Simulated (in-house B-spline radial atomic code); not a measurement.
Values are calculated unless marked as measured or tabulated.
**Extrapolating the RPA correlation energy in partial waves: Cs8+**

All-electron RPA on Hartree-Fock orbitals from a B-spline radial code for spherical atoms, scalar-relativistic (spin-free one-electron X2C), finite nucleus, configuration [Kr] 4d10 5s1, highest spin. With empty states up to angular momentum L the sums are:

```tsv
L	E_c(L) (hartree)
4	-2.987553
5	-3.253297
6	-3.385864
```

For large l each further wave adds A/(l + 1/2)⁴, because the basis must build the cusp where two electrons meet.

**Question.** Estimate the limit from L = 5 and L = 6.

**Answer.** Wave 6 adds -0.132567, against a sum of (l + 1/2)⁻⁴ of 5.60204e-04, so A = -236.64. The sum over l > 6 is ζ(4, 7.5) = 9.6207e-04, close to 1/(3 × 7³) = 9.7182e-04. The tail is -0.227665 and the limit -3.61353 hartree.

**Question.** How good is the estimate?

**Answer.** A run to L = 11 sums to -3.54458 and extrapolates to -3.57704 hartree, 2.39 millihartree from the run before, so it has not settled and is itself too deep. The estimate differs from that by -36.49 millihartree, while the bare sum at L = 6 misses 191.2 millihartree (5.3 %).
